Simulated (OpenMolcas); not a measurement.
A calculation on Cl³⁺.

```json
{
  "Program": "OpenMolcas 26.06",
  "Method": "CASSCF",
  "Basis": "ANO-RCC-VQZP [6s5p3d2f1g]",
  "Scalar Hamiltonian": "DKH2, point nucleus",
  "Active space": "2 electrons in 3 orbitals (3p)",
  "State averaging": "2S+1 = 3 even, 3 roots; 2S+1 = 1 even, 6 roots",
  "Spin-orbit coupling": "RASSI with atomic mean-field integrals over the reference wave functions, term energies averaged over their components"
}
```

(1) Which level of the active space comes out lowest?

(2) How high does 3s2 3p2 1S0 lie?

(3) How high does 3s2 3p2 3P1 lie?

(4) How high does 3s2 3p2 1D2 lie?

Measured values: Moore, Atomic Energy Levels, vol. I, NSRDS-NBS 35 (1971 reprint of NBS Circular 467, 1949).

Answers

(1) 3s2 3p2 3P0, with 100 % of that term; it is also the measured ground level.

(2) 5.0507 eV above the lowest level; measured 4.0357 eV above the ground level, so the calculation is off by +25 %.

(3) 0.0545 eV above the lowest level; measured 0.0609 eV above the ground level, so the calculation is off by -10 %.

(4) 2.0945 eV above the lowest level; measured 1.7068 eV above the ground level, so the calculation is off by +23 %.

With the s shell closed, the reference lacks s² → p² mixing. Measured partners are found by configuration, term and J. A level has none where our copy of the source lacks it or the pairing is in doubt (some pairs that miss far off the trend of their configuration count as doubtful), and it then counts in no deviation. Levels of configurations outside the active space are missing.
